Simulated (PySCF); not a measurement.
One molecule, one basis, several functionals.

Species: C2H11GeNSi.
SMILES with atom numbers: `[CH3:1][NH:2][GeH2:3][CH2:4][SiH3:5]` (hydrogens: H6, H7, H8 on C1; H9 on N2; H10, H11 on Ge3; H12, H13 on C4; H14, H15, H16 on Si5)

Torsions of this conformer, `[CH3:1][NH:2][GeH2:3][CH2:4][SiH3:5]`: C1–N2–Ge3–C4 -72°, N2–Ge3–C4–Si5 -37°.

PySCF, def2-SVPD basis, density fitting, gas phase, PBE0-D3(BJ)/def2-SVP geometry; singlet excitations by full TDDFT with frozen cores, triplets by Tamm–Dancoff TDDFT and ionisation energies by ΔSCF, from the lowest of the holes tried. One functional is left out:

```tsv
functional	exact exchange (%)	HOMO energy (eV)	LUMO energy (eV)	lowest singlet excitation (eV)	lowest triplet excitation (eV)	mean polarisability (au)	vertical ionisation energy (eV)
LDA	0	-5.39	-0.56	4.87	4.74	99.4	8.54
PBE	0	-5.30	-0.38	4.95	4.80	97.1	8.40
PBE0	25	-6.64	0.34	5.68	5.40	92.9	8.57
BHandHLYP	50	-7.94	0.90	6.16	5.83	89.7	8.54
```

Task: Predict the row of B3LYP (20 % exact exchange) by straight lines through the other rows, and check it.

Result: 
```tsv
property	line	computed	computed − line	PBE0 (25 %), for comparison
HOMO energy (eV)	-6.38	-6.43	-0.05	-6.64
LUMO energy (eV)	0.11	0.09	-0.02	0.34
lowest singlet excitation (eV)	5.45	5.49	+0.04	5.68
lowest triplet excitation (eV)	5.22	5.26	+0.04	5.40
mean polarisability (au)	94.6	93.7	-0.9	92.9
vertical ionisation energy (eV)	8.51	8.62	+0.11	8.57
```

Task: Which of these properties follows the share of exact exchange most closely, and which least?

Result: Most closely the HOMO energy, least the vertical ionisation energy; the correlations over the tabulated rows are HOMO energy -1.000, lowest triplet excitation 0.994, lowest singlet excitation 0.992, LUMO energy 0.990, mean polarisability -0.968, vertical ionisation energy 0.513. The HOMO energy moves by -0.519 eV for every 10 %. Functionals with the same share still differ in their other parts: at 0 % LDA and PBE differ by 0.09 eV in it.
